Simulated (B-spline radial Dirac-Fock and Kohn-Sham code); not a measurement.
# Kr²⁴⁺: eigenvalues, ΔSCF and the reference

System: Kr²⁴⁺ in the configuration 1s2 2s2 2p6 3s2.

The density-functional columns are spherical, spin-unpolarised Dirac-Kohn-Sham results without Breit or QED terms: −ε is minus the orbital energy of the initial state and ΔSCF the difference of two total energies. The reference in the last column comes from multi-electron Dirac-Fock with separately optimised hole states, Breit and Lamb-shift corrections added in first order. All numbers are from a B-spline atomic structure program, in eV; a selection of levels is shown. The Kohn-Sham columns are given as differences from the reference. For the 1s level of heavy atoms much of the gap between ΔSCF and the reference is the Breit and QED part, -32.9 eV here; for other levels the error of the functional can be larger.

| level | LDA −ε − DF | LDA ΔSCF − DF | Dirac-Fock |
| --- | --- | --- | --- |
| 1s | -227.2 | +30.3 | 15490.5 |
| 2s | -91.8 | -29.5 | 3029.1 |
| 2p1/2 | -67.2 | +5.6 | 2839.7 |
| 2p3/2 | -67.9 | +3.2 | 2784.8 |
| 3s | -17.8 | +7.0 | 1149.8 |

For the outermost level NIST gives 1155 ± 1.6 eV (semi-empirical); the differences from it are LDA −ε -22.98, LDA ΔSCF +1.83, Dirac-Fock -5.18 eV.

Values without a named source are computed, but for edge energies of neutral atoms, which are taken from tables.
